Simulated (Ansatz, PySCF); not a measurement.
Gas-phase reaction (SMILES): CCC([SeH])[SeH] [propane-1,1-diselenol] + 4 [H][H] (H2) -> 3 C (CH4) + 2 [SeH2] (H2Se); energy of full hydrogenation.

Structures are relaxed separately at B3LYP-D3(BJ)/def2-TZVP in Ansatz (an electronic-structure program), one conformer each, not searched for the lowest. Correlated levels leave the core frozen unless marked. No spin-orbit coupling. The frozen core is the preceding noble-gas configuration, with the filled d and f shells of earlier blocks. No relativistic terms. CBS(X,Y): correlation extrapolated as X^-3; Hartree-Fock from the larger set. Thermal terms are rigid-rotor harmonic-oscillator values from B3LYP-D3(BJ) frequencies (PySCF) at 298.15 K and 1 atm. 1 Eh = 627.5095 kcal/mol.

```
species          E, CCSD(T)/CBS(cc-pVTZ,cc-pVQZ) (Ansatz) (Eh)  E, PBE0-D4/def2-TZVPD (Ansatz + dftd4) (Eh)  H - E (Eh)  G - E (Eh)
---------------  ---------------------------------------------  -------------------------------------------  ----------  ----------
CCC([SeH])[SeH]                                    -4919.12217                                  -4921.57308     0.10845     0.06518
[H][H] (H2)                                           -1.17450                                     -1.16831     0.01336    -0.00144
C (CH4)                                              -40.45816                                    -40.47492     0.04840     0.02728
[SeH2] (H2Se)                                      -2401.27457                                  -2402.46339     0.01725    -0.00763
```

Work out ΔE and ΔH, ΔG, ΔS and the equilibrium constant at 298.15 K at the first level, then ΔH at the second.


1. ΔE = [3×(-40.45816) + 2×(-2401.27457)] - [(-4919.12217) + 4×(-1.17450)] = -0.10345 Eh = -64.9 kcal/mol at CCSD(T)/CBS(cc-pVTZ,cc-pVQZ).
2. The terms H - E add up to 0.01781 Eh, so ΔH = (-0.10345 + (0.01781))×627.5095 = -53.7 kcal/mol.
3. The terms G - E add up to 0.00716 Eh, so ΔG = -60.4 kcal/mol, and ΔS = (0.01781 - (0.00716))×627509.5/298.15 = 22.4 cal/(mol K).
4. log10 K = -ΔG/(RT ln 10) = 44.3, with RT ln 10 = 1.3642 kcal/mol.
5. At PBE0-D4/def2-TZVPD the same steps give ΔE = -66.0 and ΔH = -54.9 kcal/mol, a shift of -1.2 from the first level.
6. These values are not checked against measurement here, since the tables used lack a sound gas-phase enthalpy of formation for at least one species.
